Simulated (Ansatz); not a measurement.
Steps of a relaxation of ClH$_{4}$NSn (`[NH2][SnH2][Cl]`) with RKS PBE0-D4/def2-TZVP.

```sh
$ ansatz run in.yaml --threads 2 --pin off --events-out ev --progress --plain --max-ram 22528MiB --backend cpu
```

```yaml
crystal:
  periodic: [false, false, false]
  atoms:
    - {symbol: N, position_ang: [-0.607000, -0.233020, -1.125590]}
    - {symbol: Sn, position_ang: [0.298880, 0.438840, 0.535030]}
    - {symbol: Cl, position_ang: [1.165180, -1.346570, 1.712310]}
    - {symbol: H, position_ang: [-1.510140, -0.663510, -0.971980]}
    - {symbol: H, position_ang: [-0.056340, -0.891780, -1.660810]}
    - {symbol: H, position_ang: [-0.839640, 1.256130, 1.464220]}
    - {symbol: H, position_ang: [1.549070, 1.439910, 0.046840]}
basis:
  gaussian: {orbitals: def2-TZVP}
hamiltonian: {xc: pbe0, dispersion: d4}
relax: {f_tol: 0.005, max_steps: 150}
```

Positions (Å) and forces (eV/Å) along the path, 6 of 6 steps:

```xyz
7
step=1 energy=-19905.8341 eV
N    -0.607   -0.233   -1.126   -0.131   -0.113   -0.116
Sn    0.299    0.439    0.535   -0.354    0.252   -0.429
Cl    1.165   -1.347    1.712    0.208   -0.336    0.311
H    -1.510   -0.664   -0.972    0.008    0.038    0.075
H    -0.056   -0.892   -1.661    0.071    0.042   -0.020
H    -0.840    1.256    1.464   -0.221    0.010    0.244
H     1.549    1.440    0.047    0.419    0.109   -0.066
7
step=2 energy=-19905.8598 eV
N    -0.651   -0.222   -1.145   -0.133   -0.188   -0.013
Sn    0.274    0.487    0.495    0.141    0.106    0.049
Cl    1.158   -1.287    1.752    0.005   -0.067    0.048
H    -1.502   -0.742   -0.939    0.233    0.158   -0.023
H    -0.061   -0.821   -1.715   -0.060    0.109    0.067
H    -0.898    1.213    1.514    0.188   -0.020   -0.191
H     1.679    1.372    0.038   -0.375   -0.099    0.063
7
step=3 energy=-19905.8758 eV
N    -0.647   -0.220   -1.139   -0.017   -0.085   -0.002
Sn    0.285    0.463    0.505    0.022    0.012    0.026
Cl    1.153   -1.320    1.774   -0.028    0.054   -0.033
H    -1.489   -0.746   -0.932    0.030    0.029   -0.005
H    -0.062   -0.803   -1.726   -0.009    0.045    0.007
H    -0.867    1.236    1.487    0.022   -0.020   -0.004
H     1.628    1.390    0.031   -0.020   -0.036    0.011
7
step=4 energy=-19905.8771 eV
N    -0.655   -0.227   -1.128    0.000    0.017   -0.004
Sn    0.283    0.463    0.509   -0.016    0.004   -0.024
Cl    1.138   -1.310    1.788    0.006   -0.013    0.013
H    -1.476   -0.782   -0.931   -0.015   -0.006    0.021
H    -0.064   -0.760   -1.752    0.024    0.003   -0.005
H    -0.858    1.243    1.494    0.005   -0.001   -0.002
H     1.632    1.372    0.020   -0.004   -0.005    0.001
7
step=5 energy=-19905.8773 eV
N    -0.659   -0.225   -1.128   -0.007   -0.004   -0.012
Sn    0.281    0.463    0.507    0.012    0.011    0.021
Cl    1.132   -1.310    1.791   -0.001   -0.003    0.000
H    -1.470   -0.795   -0.925    0.001   -0.004   -0.003
H    -0.061   -0.746   -1.756   -0.003   -0.001   -0.002
H    -0.855    1.247    1.495   -0.003    0.001   -0.001
H     1.632    1.367    0.017    0.001    0.000   -0.003
7
step=6 energy=-19905.8774 eV
N    -0.660   -0.225   -1.127    0.002    0.003    0.003
Sn    0.281    0.464    0.508   -0.001   -0.005   -0.002
Cl    1.130   -1.311    1.791    0.000    0.001    0.000
H    -1.467   -0.800   -0.924    0.000   -0.001   -0.001
H    -0.061   -0.741   -1.758   -0.001    0.000   -0.001
H    -0.854    1.249    1.495    0.000    0.001    0.001
H     1.632    1.366    0.015    0.001    0.001    0.000
```

It took 16 s on 2 threads of an AMD EPYC 7R13 on a shared host, with 0.36 GiB of host memory at the peak.
